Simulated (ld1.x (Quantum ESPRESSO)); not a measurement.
**Plane-wave convergence, ultrasoft potential for caesium**

- Element: caesium (Cs)
- Generator: ld1.x (Quantum ESPRESSO) 7.5
- Type: ultrasoft
- Functional: PBEsol
- Relativity: scalar-relativistic
- Frozen core: [Kr] 4d10
- Valence charge: 9
- Reference configuration: 5s2 5p6 5d0 6s0.5 6p0 (charge +0.5)
- Partial waves: 5s (bound): rcut 2.25, rcutus 2.95 bohr; 6s (bound): rcut 2.25, rcutus 2.95 bohr; 5p (bound): rcut 3.25, rcutus 3.70 bohr; 6p (bound, empty): rcut 3.25, rcutus 3.70 bohr; 5d (bound, empty): rcut 4.30, rcutus 4.80 bohr; 5d channel at 2.5 Ry: rcut 4.30, rcutus 4.80 bohr
- Local potential: all-electron potential smoothed inside 3.02 bohr (lloc = -2)
- Core correction: Bessel-smoothed model core, default radius (core density twice the valence density)
- Augmentation charge: PSQ, radius 1.60 bohr

The pseudo-atom Hamiltonian at the reference potential is diagonalised in spherical Bessel functions j_l(qr) that vanish at 20 bohr, with q² up to the cutoff. All-electron valence levels (Ry): 5s -2.1471, 6s -0.2767, 5p -1.1725, 6p -0.1522, 5d -0.1611.

**Question.** How do the lowest levels (Ry) of each channel move with the cutoff, and are there ghosts?

**Answer.**

```tsv
cutoff (Ry)	s #1	s #2	s #3	p #1	p #2	d #1	f #1	Σ f·Δε (mRy)
8	-2.1469	-0.2746	-0.0658	-1.1723	-0.1493	-0.1610	0.0070	2.3
10	-2.1470	-0.2763	-0.0664	-1.1724	-0.1518	-0.1610	0.0070	0.7
12	-2.1471	-0.2766	-0.0665	-1.1724	-0.1518	-0.1610	0.0070	0.2
15	-2.1471	-0.2766	-0.0665	-1.1725	-0.1520	-0.1610	0.0070	0.1
400	-2.1471	-0.2767	-0.0666	-1.1725	-0.1521	-0.1610	0.0070	0.0
```

Result: no extra level below or beside the all-electron valence levels (s, p, d, f tested); 10 mRy is reached at 6 Ry and 1 mRy at 10 Ry.

Test run stopped at test 4 of 7 (negative rho).
